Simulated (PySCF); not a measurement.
## Radial density of F (fluorine, neutral)

M06-2X, [He] 2s2 2p5, 2P determinant. Calculation: PySCF 2.14, in x2c-TZVPall; scalar relativity by spin-free X2C-1e.

```
r (bohr)  4πr²ρ (e/bohr)  4πr²(ρα − ρβ)
 0.00240         0.03311         0.0000
 0.00403         0.09028         0.0000
 0.00678          0.2386         0.0000
  0.0114          0.6140         0.0001
  0.0192           1.496         0.0004
  0.0323           3.329         0.0011
  0.0543           6.328         0.0040
  0.0913           9.281         0.0180
   0.154           8.971         0.0772
   0.258           5.198         0.2791
   0.434           4.498         0.6831
   0.731           6.223         0.9151
    1.23           3.872         0.5293
    2.07          0.8743         0.1007
    3.48         0.05544         0.0042
    5.85       2.763e-05         0.0000
```

Densities and radii are taken from the X2C orbitals without a picture-change correction, which distorts them close to the nucleus.
